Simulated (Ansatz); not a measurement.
Geometry optimisation, Ansatz, RKS PBE0/def2-SVP.

input.yaml

```yaml
crystal:
  periodic: [false, false, false]
  atoms:
    - { symbol: C, position_ang: [-0.13302, 0.5421, -1.08905] }
    - { symbol: C, position_ang: [0.8051, -0.40048, -0.85527] }
    - { symbol: Mg, position_ang: [-0.90862, -0.73245, 0.77495] }
    - { symbol: O, position_ang: [-0.52535, 0.08563, 2.22323] }
    - { symbol: H, position_ang: [-0.83812, 0.43738, -1.91485] }
    - { symbol: H, position_ang: [-0.06865, 1.51518, -0.60068] }
    - { symbol: H, position_ang: [1.6334, -0.19256, -0.17756] }
    - { symbol: H, position_ang: [0.87799, -1.28613, -1.48805] }
    - { symbol: H, position_ang: [-0.84274, 0.03132, 3.12727] }
total_charge: 1
basis:
  gaussian: { orbitals: def2-SVP }
hamiltonian:
  xc: pbe0
relax:
  f_tol: 0.015
  max_steps: 40
output:
  orbitals: {}
```

Launched with:

```bash
$ ansatz run input.yaml --threads 1 --pin off --max-ram 2048MiB --backend cpu --events-out ev --progress --plain --runs-dir out
```

Problem. Where does it end, and by what steps?

Solution. The forces met the threshold. The force dipped under the threshold on the way, but the program's further checks kept it going. Limits of this set-up: the dipole of an ion depends on the origin. After 13 steps the energy has fallen by 0.299 eV; Mg3 moved furthest, 0.87 Å.

| step | energy less start (eV) | largest force component (eV/Å) | accepted |
| --- | --- | --- | --- |
| 0 | 0.0000 | 1.584 | yes |
| 1 | 0.0302 | 1.109 | no |
| 2 | -0.1238 | 0.588 | yes |
| 3 | -0.1625 | 0.226 | yes |
| 4 | -0.1928 | 0.376 | yes |
| 5 | -0.2185 | 0.493 | yes |
| 6 | -0.2666 | 0.107 | yes |
| 7 | -0.2718 | 0.860 | yes |
| 8 | -0.2851 | 0.361 | yes |
| 9 | -0.2936 | 0.157 | yes |
| 10 | -0.2985 | 0.127 | yes |
| 11 | -0.2989 | 0.008 | yes |
| 12 | -0.2985 | 0.063 | no |
| 13 | -0.2990 | 0.011 | yes |

```xyz
9
Properties=species:S:1:pos:R:3
C -0.045 0.578 -1.300
C 0.888 -0.370 -1.050
Mg -0.376 -0.095 1.036
O -0.953 -0.236 2.657
H -1.023 0.320 -1.731
H 0.180 1.648 -1.179
H 1.901 -0.103 -0.717
H 0.698 -1.431 -1.269
H -1.271 -0.311 3.554
```

Run time: 30 s on 1 CPU thread of a shared host.
